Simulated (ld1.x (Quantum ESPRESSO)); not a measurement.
# Before and after: TM semilocal potential for cobalt

```
Element                 : cobalt
Generator               : ld1.x (Quantum ESPRESSO) 7.5
Type                    : norm-conserving Troullier–Martins (semilocal form)
Functional              : LDA (PZ)
Relativity              : scalar-relativistic
Frozen core             : [Ne]
Valence charge          : 17
Reference configuration : 3s2 3p6 3d7 4s2 4p0
Partial waves           : 3p (bound): rc 1.35 bohr; 3d (bound): rc 1.50 bohr; 3s (bound): rc 0.85 bohr
Local potential         : the s channel
Core correction         : none
```

Occupied shells without a wave of their own: 4s. They enter only through the test configuration that unscreens the potential.

Change: wave 3s (bound): rc 0.85 bohr becomes 3s (bound): rc 0.94 bohr.

Cutoffs: the cutoffs (Ry, on a coarse ladder) from which the occupation-weighted sum of valence levels, in a spherical-Bessel basis at the reference potential, stays within 10 and 1 mRy of its value at 400 Ry; they do not see the model core or the augmentation charge, which bear on the density cutoff. Errors are all-electron minus pseudo energies relative to the spin-unpolarised reference configuration.

**Question.** How do hardness, ghosts and transferability respond?

**Answer.** Of the 9 tests that both files solve, the error grows in 5 and shrinks in 2 by more than 15 % and 0.3 meV (median size 110.4 → 162.1 meV); neither file shows a bound ghost. A semilocal file is local in each channel, so a ghost entry of none says nothing of the separable form that plane-wave codes build from it.

```csv
quantity,base,changed
"cutoff, loose",200 Ry,180 Ry
"cutoff, tight",over 300 Ry,300 Ry
loose cutoff by channel (10 mRy a level),"p 60 Ry, d 100 Ry, s 180 Ry","p 60 Ry, d 100 Ry, s 140 Ry"
bound ghosts,none,none
"largest miss of a reference level, eV",0.08,0.16
"error for 3s2 3p6 3d7 4s1 4p0, meV [ΔE 9.30 eV]",-110,-210
"error for 3s2 3p6 3d7 4s0 4p0, meV [ΔE 26.38 eV]",-279,-534
"error for 3s2 3p6 3d6 4s0 4p0, meV [ΔE 62.57 eV]",-492,-877
"error for 3s2 3p6 3d6 4s2 4p0, meV [ΔE 15.46 eV]",-5.0,-0.9
"error for 3s1 3p6 3d7 4s2 4p0, meV [ΔE 109.99 eV]",-217,-219
"error for 3s2 3p6 3d7 4s1.5 4p0, meV [ΔE 3.72 eV]",-48,-92
"error for 3s2 3p6 3d6 4s2 4p1, meV [ΔE 9.77 eV]",+18,+26
"error for 3s2 3p6 3d7 4s2 4p0 (spin-polarised), meV [ΔE -1.98 eV]",+160,+162
"error for 3s2 3p6 3d7 4s1 4p0 (spin-polarised), meV [ΔE 6.72 eV]",+61,-32
s: phases at 1.65 bohr within 0.05 rad from the reference energy up to (Ry; the scan ends near 5),0.8,0.2
p: phases at 1.65 bohr within 0.05 rad from the reference energy up to (Ry; the scan ends near 5),to the end of the scan,to the end of the scan
d: phases at 1.65 bohr within 0.05 rad from the reference energy up to (Ry; the scan ends near 5),2.1,2.1
```

Base: The 4s level has no wave, so the channel is fitted at the deeper level alone: the likely source of the large errors. Changed file: The 4s level has no wave, so the channel is fitted at the deeper level alone: the likely source of the large errors.
